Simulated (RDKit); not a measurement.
Conformational energy of SMILES c1csc(Sc2ccsc2)c1 (C₈H₆S₃). Scanned: dihedral S3–C4–S5–C6 and dihedral C4–S5–C6–C7; all other coordinates were relaxed at GFN2-xTB. Points at φ and −φ are mirror images. Heavy atoms are numbered in the order of the SMILES c1csc(Sc2ccsc2)c1, hydrogens after them in the order of the atoms that carry them; the mirror image has the same energies with the sign of each dihedral reversed.

Calculation: MMFF94 // GFN2-xTB (RDKit 2026.03.6).

Energy in kJ/mol above the lowest grid point; x is the dihedral S3–C4–S5–C6 (°), y the dihedral C4–S5–C6–C7 (°).

```csv
y \ x,-150,-120,-90,-60,-30,0,30,60,90,120,150,180
180,25.2,9.4,5.9,17.3,42.0,53.9,42.0,17.3,5.9,9.4,25.2,53.1
150,37.2,14.9,5.2,6.4,20.2,36.8,41.2,26.4,6.9,2.2,8.6,25.1
120,14.7,9.9,3.7,3.4,10.8,20.6,22.8,15.6,4.7,0.5,2.0,9.3
90,4.1,2.6,2.3,5.5,12.4,16.0,12.4,5.9,2.7,3.3,4.9,4.8
60,2.6,0.0,4.5,17.4,25.5,23.0,11.4,2.6,3.5,12.0,19.0,11.2
30,11.8,3.6,8.5,30.2,46.9,43.4,25.0,7.7,6.3,17.4,43.0,32.9
0,30.4,11.8,7.7,21.0,47.3,58.7,47.3,21.0,7.7,11.8,30.4,59.0
-30,43.0,17.4,6.3,7.7,25.0,43.4,46.9,30.2,8.5,3.6,11.8,32.9
-60,19.0,12.0,3.5,2.6,11.4,23.0,25.5,17.4,4.5,0.0,2.6,11.2
-90,4.9,3.3,2.7,5.9,12.4,16.0,12.4,5.5,2.3,2.6,4.1,4.8
-120,2.0,0.5,4.7,15.6,22.8,20.6,10.8,3.4,3.7,9.9,14.7,9.3
-150,8.6,2.2,6.9,26.4,41.2,36.8,20.2,6.4,5.2,14.9,37.2,25.1
```

Points that lie below all their neighbours on the grid: x = -120, y = 60 (0.0 kJ/mol); x = 120, y = -60 (0.0 kJ/mol); x = -120, y = -120 (0.5 kJ/mol); x = 120, y = 120 (0.5 kJ/mol); x = -60, y = -60 (2.6 kJ/mol); x = 60, y = 60 (2.6 kJ/mol). The lowest path on the grid from the first to the second passes x = 90, y = 180 at 5.9 kJ/mol.
